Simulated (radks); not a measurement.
The platinum ion Pt3+, configuration [Xe] 4f14 5d6.5 5f0.5 (fractional occupations, a model configuration).

Method: Dirac Kohn-Sham, BLYP, spin-unpolarised, spherical densities, finite nucleus; open shells fill j = l - 1/2 first; Fermi nuclear charge, rms radius 5.427 fm; computed with a radial shooting solver on a logarithmic mesh with Libxc functionals.

Energy parts (Ry):
| part | energy |
|---|---|
| total | -36882.3874 |
| kinetic | 42174.2899 |
| electron-nucleus | -92501.2621 |
| Hartree | 14158.3111 |
| exchange-correlation | -713.7264 |

Orbitals (lengths in bohr, moments of r in powers of bohr; <r^-3> diverges for s and p1/2; r(90%) holds 90 % of the orbital's charge):
orbital  occ.  eigenvalue (Ry)  r(90%)  <r^-3>   <1/r>  small-component weight
1s1/2       2        -5756.335  0.0313       -   93.90                8.75e-02
2s1/2       2        -1012.905   0.112       -   23.03                2.00e-02
2p1/2       2        -971.2609  0.0984       -   23.00                2.01e-02
2p3/2       4        -844.1556   0.110   19620   18.86                1.79e-02
3s1/2       2        -240.0823   0.275       -   8.456                6.66e-03
3p1/2       2        -221.3169   0.266       -   8.373                6.61e-03
3p3/2       4        -193.3776   0.288    4536   7.295                5.98e-03
3d3/2       4        -162.0074   0.261   790.8   7.193                5.87e-03
3d5/2       6        -155.9843   0.267   659.3   6.945                5.69e-03
4s1/2       2        -53.81409   0.596       -   3.574                2.24e-03
4p1/2       2        -45.84087   0.607       -   3.465                2.15e-03
4p3/2       4        -39.18358   0.656    1083   3.090                1.91e-03
4d3/2       4        -26.09606   0.690   168.6   2.885                1.71e-03
4d5/2       6        -24.85801   0.706   137.4   2.798                1.65e-03
4f5/2       6         -8.13693   0.826   27.98   2.409                1.27e-03
4f7/2       8         -7.88268   0.838   26.60   2.375                1.24e-03
5s1/2       2        -10.29190    1.36       -   1.441                5.58e-04
5p1/2       2         -7.72650    1.48       -   1.318                4.77e-04
5p3/2       4         -6.59858    1.62   180.9   1.185                4.07e-04
5d3/2       4         -3.12341    2.18   17.36  0.8995                2.43e-04
5d5/2     2.5         -2.99906    2.25   13.86  0.8705                2.29e-04
5f5/2     0.5         -0.84341    5.95  0.2233  0.3085                2.69e-05
5f7/2       0         -0.84165    5.97  0.2173  0.3069                2.67e-05

The highest occupied level is 5f5/2 at -11.475 eV. Summed over all electrons, <r^2> = 44.42 bohr^2, which gives a Langevin (diamagnetic) susceptibility term of -35.2 x 10^-6 cm^3/mol. The density falls to 0.001 e/bohr^3 at r = 3.72 bohr.
